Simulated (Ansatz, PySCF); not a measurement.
WO2Cl, SMILES [Cl][W+](=[O])=[O], charge +1, multiplicity 1. Atoms are numbered in the order given.

```xyz
4

W      0.2569     0.2371     0.0000
O      0.8424    -0.6182     1.3087
O      0.8424    -0.6182    -1.3087
Cl    -1.9121    -0.1665     0.0000
```
Charge +1, spin multiplicity 1.

Geometry optimised at PBE0-D3(BJ)/def2-SVP. The multiplicity is an assumed one; other spin states were not compared. The isomer is the one that the SMILES or the coordinates give; other isomers of the formula were not compared. The def2 effective core potentials stand for the cores of W; spin–orbit coupling is left out.

Two levels are set side by side: PBE-D3(BJ)/def2-SVP (Ansatz, a program for electronic structure) and PBE0-D3(BJ)/def2-SVP (Ansatz). Each level has its own optimised geometry; the coordinates shown are those of the second. Frequencies come from the Hessian of PySCF at each geometry. Differences are taken from unrounded values.

```json
[
 {"quantity": "mean bond length (Å)", "PBE0-D3(BJ)": "1.848"},
 {"quantity": "bond W1–O2 (Å)", "PBE0-D3(BJ)": "1.669"},
 {"quantity": "bond W1–O3 (Å)", "PBE0-D3(BJ)": "1.669"},
 {"quantity": "bond W1–Cl4 (Å)", "PBE0-D3(BJ)": "2.206"},
 {"quantity": "highest harmonic wavenumber (cm⁻¹)", "PBE0-D3(BJ)": "1108"},
 {"quantity": "mean harmonic wavenumber (cm⁻¹)", "PBE0-D3(BJ)": "581"},
 {"quantity": "zero-point energy (kcal/mol)", "PBE0-D3(BJ)": "4.98"}
]
```

Task: What does PBE-D3(BJ) give, and how far is it from PBE0-D3(BJ)? (Estimate from the structure and the level; the computed values follow.)

Result: 
```tsv
quantity	PBE-D3(BJ)	PBE-D3(BJ) minus PBE0-D3(BJ)
mean bond length (Å)	1.869	0.021
bond W1–O2 (Å)	1.694	0.024
bond W1–O3 (Å)	1.694	0.024
bond W1–Cl4 (Å)	2.220	0.014
highest harmonic wavenumber (cm⁻¹)	1036	-72
mean harmonic wavenumber (cm⁻¹)	552	-29
zero-point energy (kcal/mol)	4.73	-0.25
```

GGA bonds tend to be longer and softer than those of functionals with exact exchange. Differences between two approximate levels are no errors against the true value.
